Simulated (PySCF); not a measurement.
C2H3ClFGa, SMILES C=[CH][Ga]([F])[Cl].

The structure is a stationary point at ωB97X-D3(BJ)/def2-SVP. The structure was generated by enumeration; whether it is a known compound was not checked. The values are those of a single conformer.

Two levels are set side by side: TDA-PBE/def2-SVPD (PySCF) and TDA-LC-ωPBE/def2-SVPD (PySCF). Vertical, same geometry. The lowest singlet is HOMO−1→LUMO 92 % with PBE and HOMO−1→LUMO 77 %, HOMO−2→LUMO 14 % with the other functional; states are paired by order. Differences are taken from unrounded values.

```
quantity                               TDA-PBE
-------------------------------------  -------
lowest singlet excitation (eV)            5.09
lowest triplet excitation (TDA) (eV)      4.15
first bright state (f over 0.05) (eV)     6.28
its oscillator strength                   0.12
```

Problem. These are the TDA-PBE values. What does TDA-LC-ωPBE give? (The exact figures need the calculation; the answer reports its results.)

Solution. 
```csv
quantity,TDA-LC-ωPBE,TDA-PBE minus TDA-LC-ωPBE
lowest singlet excitation (eV),6.28,-1.19
lowest triplet excitation (TDA) (eV),3.97,0.18
first bright state (f over 0.05) (eV),7.16,-0.88
its oscillator strength,0.33,-0.21
```

A lower first singlet is the usual sign of a functional without exact exchange. Differences between two approximate levels are no errors against the true value.

Rough cost on one machine, each run with all the roots and properties that it gave: TDA-LC-ωPBE against TDA-PBE about 3 times.
